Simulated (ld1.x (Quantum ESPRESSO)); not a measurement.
promethium (Pm): excitation energies, all-electron against RRKJ

* Element: Pm (Z = 61)
* Generator: ld1.x (Quantum ESPRESSO) 7.5
* Type: norm-conserving RRKJ (Kleinman–Bylander form)
* Functional: PBE
* Relativity: scalar-relativistic
* Frozen core: [Kr] 4d10
* Valence charge: 15
* Reference configuration: 4f4 5s2 5p6 5d1 6s2 6p0
* Partial waves: 5s (bound): rc 1.40 bohr; 5p (bound): rc 2.15 bohr; 5d (bound): rc 3.00 bohr; 4f (bound): rc 1.10 bohr
* Local potential: all-electron potential smoothed inside 2.85 bohr (lloc = -2)
* Core correction: Bessel-smoothed model core, default radius (core density twice the valence density)
* rho0: 0.02

Occupied shells without a wave of their own: 6s. They enter only through the test configuration that unscreens the potential, and ld1.x also counts them in the model core charge.

Energies are relative to the spin-unpolarised reference configuration 4f4 5s2 5p6 5d1 6s2 6p0; without spin polarisation the order of configurations can differ from experiment. Not all tests gave a result: 2 of 7 tests not solved or not reliable. Left out of the table: 4f5 5s2 5p6 5d0 6s2 6p0 (solver errors, printed error -1751 eV); 4f6 5s2 5p6 5d0 6s0 6p0 (solver errors, printed error -1788 eV).

ld1.x takes every shell without a wave as core, so the model core holds the 6s electrons as well and exchange and correlation see them twice. This cancels in the reference configuration, but the file is broken for other ones, and its errors say nothing about a proper core correction.

| valence configuration | charge | ΔE all-electron (eV) | error AE − PS (meV) |
| --- | --- | --- | --- |
| 4f5 5s2 5p6 5d0 6s1 6p0 | +1 | 3.437 | -441 |
| 4f5 5s2 5p6 5d0 6s0 6p0 | +2 | 14.378 | -569 |
| 4f4 5s2 5p6 5d1 6s1 6p0 | +1 | 6.359 | +120 |
| 4f4 5s2 5p6 5d0 6s2 6p0 | +1 | 6.291 | -19 |
| 4f5 5s2 5p6 5d0 6s0 6p1 | +1 | 6.490 | -278 |

Levels in the configuration 4f4 5s2 5p6 5d0 6s2 6p0:

| level | all-electron (eV) | pseudo (eV) |
| --- | --- | --- |
| 4f | -15.930 | -15.805 |
| 5s | -53.640 | -53.632 |
| 5p | -33.588 | -33.586 |
| 6s | -9.822 | -9.649 |
